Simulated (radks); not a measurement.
Problem. Pt4+, configuration [Xe] 4f14 5d6. Calculated with a radial shooting solver on a logarithmic mesh with Libxc functionals: Dirac Kohn-Sham, BLYP, spin-unpolarised, spherical densities, finite nucleus; open shells fill j = l - 1/2 first; Fermi nuclear charge, rms radius 5.427 fm.

Spin-orbit splittings of the eigenvalues, e(l+1/2) - e(l-1/2), with zeta = 2 splitting/(2l+1) and mean radii in bohr:

| shell | occ. | splitting (eV) | zeta (eV) | <r> j=l-1/2 | <r> j=l+1/2 |
|---|---|---|---|---|---|
| 2p | 6 | 1729 | 1153 | 0.05906 | 0.06749 |
| 3p | 6 | 380.1 | 253.4 | 0.1768 | 0.1923 |
| 3d | 10 | 81.95 | 32.78 | 0.1676 | 0.1723 |
| 4p | 6 | 90.58 | 60.39 | 0.4179 | 0.4518 |
| 4d | 10 | 16.85 | 6.738 | 0.4617 | 0.4729 |
| 4f | 14 | 3.461 | 0.9889 | 0.5116 | 0.5189 |
| 5p | 6 | ? | ? | 1.021 | 1.112 |
| 5d | 6 | 1.771 | 0.7085 | 1.416 | 1.455 |

Estimate the 5p splitting.

Solution. 15.47 eV (zeta = 10.31 eV).
